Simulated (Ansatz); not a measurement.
Consider the redistribution: `NC[SiH](N)N` + `[CH3][Mg][OH]` → `NC[SiH](N)O` + `[CH3][Mg][NH2]`.

Computed with Ansatz on PBE0-D4/def2-TZVP structures; ΔE is electronic, products minus reactants. CCSD(T)/CBS is the MP2 limit (def2-TZVPP, def2-QZVPP) plus CCSD(T) − MP2 in def2-TZVPP, frozen cores. DFT in def2-TZVPP. B3LYP here is the variant with VWN-RPA as its local correlation; programs differ in this. For Mg outer-core shells are correlated without core-valence functions, which leaves a few kJ/mol of doubt a bond. One conformer a species, not always the lowest.

**Question.** Is it downhill or uphill in electronic energy at CCSD(T)/CBS, and by how much? (Best estimate.)

**Answer.** The calculation gave: Uphill: ΔE = +11.4 kJ/mol.

**Question.** What do these levels give: r2SCAN-D4, B3LYP-D4, B2PLYP, r2SCAN, B3LYP, MP2/CBS(def2)? (An estimate is asked.)

**Answer.** The calculation gave: r2SCAN-D4 11.5, B3LYP-D4 11.6, B2PLYP 9.3, r2SCAN 11.1, B3LYP 9.3, MP2/CBS(def2) 13.5 kJ/mol.

Largest T1 diagnostic among the species: 0.010.
